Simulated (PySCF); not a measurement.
**Pr⁴⁸⁺: ionisation energy**

Pr⁴⁸⁺ [Ne] 3s1 (2S) → Pr⁴⁹⁺ [Ne] (1S), as a difference of total energies. All numbers are calculated (PySCF 2.14, the spin-free X2C one-electron Hamiltonian (Gaussian nucleus), in an uncontracted even-tempered set (18 s from 10 bohr⁻², ratio 2.5; 12 p from 14 bohr⁻², ratio 2.5; 4 d from 50 bohr⁻², ratio 2.7; 4 f from 75 bohr⁻², ratio 2.7)). Correlated levels: outer shells: 1s2 frozen; virtual orbitals above 40 to 60 times the deepest correlated orbital energy dropped. The calculations carry no spin-orbit coupling.

| method | ionisation energy (eV) |
| --- | --- |
| UHF | 4131.4 |
| LDA | 4134.5 |
| PBE | 4138.2 |
| PBE0 | 4136.6 |
| r2SCAN | 4130.5 |
| M06 | 4131.7 |
| revPBE | 4137.3 |
| MP2 (outer shells) | 4132.1 |
| SCS-MP2 (outer shells) | 4132.0 |

Breit and QED terms and the two-electron picture change are absent.

For comparison: 4130 ± 4 eV (theoretical estimate listed by NIST; NIST Atomic Spectra Database, ionization energies).
